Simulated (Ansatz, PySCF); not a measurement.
C2H7ClO2SSi, singlet, geometry from GFN2-xTB. Base run: PySCF with CASSCF(2,4)/STO-3G.

PySCF was given this input:
```python
from pyscf import gto, scf, mcscf
import numpy

mol = gto.Mole()
mol.atom = '''
    C    -2.266944   -1.308255    0.549399
    O    -0.863701   -1.219016    0.516729
    Si    0.070956    0.014812    0.066858
    S    -0.479265    1.762341    1.165583
    Cl   -0.077376    0.283569   -1.939630
    O     1.593124   -0.274844    0.488765
    C     2.482422   -1.240133   -0.016022
    H    -2.685564   -0.486058    1.132035
    H    -2.520702   -2.258316    1.017320
    H    -2.674255   -1.273577   -0.462566
    H     0.590061    2.484474    0.877289
    H     2.145733   -2.240810    0.254637
    H     3.457504   -1.045026    0.428076
    H     2.549208   -1.164974   -1.102630
'''
mol.basis = 'sto-3g'
mol.charge = 0
mol.spin = 0
mol.verbose = 4
mol.build()

mf = scf.RHF(mol)
mf.kernel()
mc = mcscf.CASSCF(mf, 4, 2)
mc.fix_spin_(ss=0.0)
mc.kernel()
occ = numpy.linalg.eigvalsh(mc.fcisolver.make_rdm1(mc.ci, mc.ncas, mc.nelecas))[::-1]
ss = mc.fcisolver.spin_square(mc.ci, mc.ncas, mc.nelecas)[0]
print('natural occupations', occ.round(4), ' <S^2>', round(ss, 4))
```

Programs used: Ansatz (a first-principles code), PySCF; a row that names a program was run with it.

The base run was repeated with changes; each row names its change, and settings that it needs were set with it.

```
change                                                ΔE vs base (mEh)                      natural occupations  <S^2> of the state
----------------------------------------------------  ----------------  ---------------------------------------  ------------------
base                                                             0.000                      1.98 0.02 0.00 0.00                0.00
active space = 10 electrons, 8 orbitals                        -28.902  2.00 1.99 1.99 1.98 1.97 0.03 0.02 0.01                0.00
state_average = 2 states                                        18.350                                        -                   -
code = ansatz; correction = SC-NEVPT2, all electrons            -222.3                                        -                   -
solver = newton                                                 -5.760                      1.97 0.03 0.00 0.00                0.00
active space = 8 electrons, 7 orbitals                         -26.697       1.99 1.99 1.98 1.97 0.03 0.02 0.01                0.00
orbitals = fixed (CASCI); correction = SC-NEVPT2                -216.8                      2.00 0.00 0.00 0.00                0.00
code = ansatz                                                   -5.724                                        -                   -
active space = 6 electrons, 7 orbitals                         -38.418       1.98 1.98 1.97 0.03 0.02 0.02 0.00                0.00
active space = 6 electrons, 4 orbitals                          -0.615                      2.00 2.00 1.98 0.02                0.00
conv_tol = 1e-5                                                  0.000                      1.98 0.02 0.00 0.00                0.00
```

Active orbitals are taken around the Fermi level unless the row says otherwise; CASSCF can end in different local minima, and two programs can end on different orbitals. State-averaged rows give the lowest state.

Ansatz warned in this series: the state or the total is in doubt.
